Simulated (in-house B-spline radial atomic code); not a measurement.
Inner levels of tantalum as electrons are removed. A shift is the extra binding of the orbital against the neutral atom ([Xe] 4f14 5d3/2(3) 6s2). The density at the nucleus is averaged over the nuclear charge. Computed with a radial B-spline atomic code at the basis-set limit: Dirac-Hartree-Fock, jj configuration that fills j = l - 1/2 first, finite nuclei.

A number in brackets counts the electrons of a j subshell.

| ion | configuration | shift of 3p3/2 (eV) | shift of 1s1/2 (eV) | shift of 2s1/2 (eV) | radius of 3p3/2 (bohr) | radius of 1s1/2 (bohr) | radius of 2s1/2 (bohr) | Σ<r²> (bohr²) | change of density at nucleus (bohr⁻³) |
| --- | --- | --- | --- | --- | --- | --- | --- | --- | --- |
| Ta53+ | [Ar] 3d3/2(2) | 3047.67 | 3615.69 | 3510.8 | 0.19372 | 0.018661 | 0.077654 | 0.44984 | -2476.81 |
| Ta54+ | [Ar] 3d3/2(1) | 3175.2 | 3796.53 | 3682.82 | 0.19254 | 0.018661 | 0.077584 | 0.41332 | -1784.5 |
| Ta55+ | [Ne] 3s2 3p6 | ? | ? | ? | ? | ? | ? | ? | ? |
| Ta56+ | [Ne] 3s2 3p1/2(2) 3p3/2(3) | ? | ? | ? | ? | ? | ? | ? | ? |
| Ta57+ | [Ne] 3s2 3p1/2(2) 3p3/2(2) | 3548.78 | 4349.16 | 4175.23 | 0.18941 | 0.018657 | 0.077368 | 0.28871 | 477.32 |
| Ta58+ | [Ne] 3s2 3p1/2(2) 3p3/2(1) | 3672.55 | 4536.69 | 4336.46 | 0.18847 | 0.018655 | 0.077295 | 0.24543 | 1272.19 |

(1) Fill in the row of Ta55+.

(2) Fill in the row of Ta56+.

Answers

(1) shift of 3p3/2 (eV): 3303.99; shift of 1s1/2 (eV): 3979.86; shift of 2s1/2 (eV): 3856.9; radius of 3p3/2 (bohr): 0.19137; radius of 1s1/2 (bohr): 0.018661; radius of 2s1/2 (bohr): 0.077512; Σ<r²> (bohr²): 0.37786; change of density at nucleus (bohr⁻³): -1078.86.

(2) shift of 3p3/2 (eV): 3425.93; shift of 1s1/2 (eV): 4163.55; shift of 2s1/2 (eV): 4015.38; radius of 3p3/2 (bohr): 0.19035; radius of 1s1/2 (bohr): 0.018659; radius of 2s1/2 (bohr): 0.077441; Σ<r²> (bohr²): 0.33285; change of density at nucleus (bohr⁻³): -306.37.
